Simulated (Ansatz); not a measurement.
One change: `B1CO1` becomes `[GaH2][CH]1BO1`.

Ansatz, PBE0-D4/def2-TZVP geometries, multiplicity 1. 

Scalar relativity is left out up to krypton.

| property | `B1CO1` |
| --- | --- |
| HOMO energy (PBE0/def2-TZVPP) / eV | -8.29 |
| ideal-gas entropy at 298 K and 1 bar (rigid rotor, harmonic PBE0-D4/def2-TZVP) / J/(mol·K) | 248 |
| HOMO–LUMO gap (ωB97M-V/def2-TZVPP) / eV | 12.11 |
| size of the dipole moment (B3LYP/def2-TZVPP) / D | 1.30 |
| HOMO energy (ωB97M-V/def2-TZVPP) / eV | -10.63 |
| LUMO energy (PBE0/def2-TZVPP) / eV | -0.42 |

**Question.** What does the change do to each property? (Estimate.)

**Answer.** Ansatz gave: 
| property | `[GaH2][CH]1BO1` | shift |
| --- | --- | --- |
| HOMO energy (PBE0/def2-TZVPP) / eV | -7.76 | 0.53 |
| ideal-gas entropy at 298 K and 1 bar (rigid rotor, harmonic PBE0-D4/def2-TZVP) / J/(mol·K) | 315 | 67 |
| HOMO–LUMO gap (ωB97M-V/def2-TZVPP) / eV | 10.02 | -2.09 |
| size of the dipole moment (B3LYP/def2-TZVPP) / D | 1.26 | -0.04 |
| HOMO energy (ωB97M-V/def2-TZVPP) / eV | -10.00 | 0.63 |
| LUMO energy (PBE0/def2-TZVPP) / eV | -1.68 | -1.26 |

With PBE0 the HOMO rises by 0.53 eV and the LUMO falls by 1.26 eV, so the gap narrows by about 1.79 eV. PBE moves the HOMO by 0.42 eV and ωB97M-V by 0.63 eV. The zero-point energy changes by 7.4 kJ/mol with +6 modes. Dipoles are sizes alone; their direction can turn.

B3LYP here is the variant with VWN-RPA as its local correlation; programs differ in this.
